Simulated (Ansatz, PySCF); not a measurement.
sulfur tetrafluoride (F₄S), SMILES FS(F)(F)F. Atoms are numbered in the order given.

```xyz
5

F      1.2204     0.0000    -0.6181
S      0.0000     0.0000     0.3866
F      0.0000     1.6541     0.2744
F      0.0000    -1.6541     0.2744
F     -1.2204     0.0000    -0.6181
```
Charge 0, spin multiplicity 1.

Geometry: PBE0-D3(BJ)/def2-SVP.

Vertical ionisation energy (IE) and electron affinity (EA) in eV. Rows of orbital energies are one-electron estimates. Where ΔSCF, EOM or ADC give a negative EA the extra electron is unbound and the value depends on the basis.

```csv
level,IE,EA
"−ε(HOMO), −ε(LUMO), r2SCAN/def2-TZVP (PySCF)",8.67,3.12
"−ε(HOMO), −ε(LUMO), PBE/def2-TZVP (PySCF)",8.30,3.21
"ΔSCF, PBE0/def2-SVPD (Ansatz), final states of multiplicity 2 and 2",12.87,0.12
"ΔSCF, PBE/def2-SVPD (Ansatz), final states of multiplicity 2 and 2",12.49,0.02
```

What vertical singlet–triplet gap does ΔSCF give with PBE0/def2-SVPD (Ansatz, a first-principles code) and with PBE/def2-SVPD (Ansatz)? (An estimate is asked for; the answer gives what the named calculation found.)

4.71 and 4.70 eV (triplet above singlet where positive).
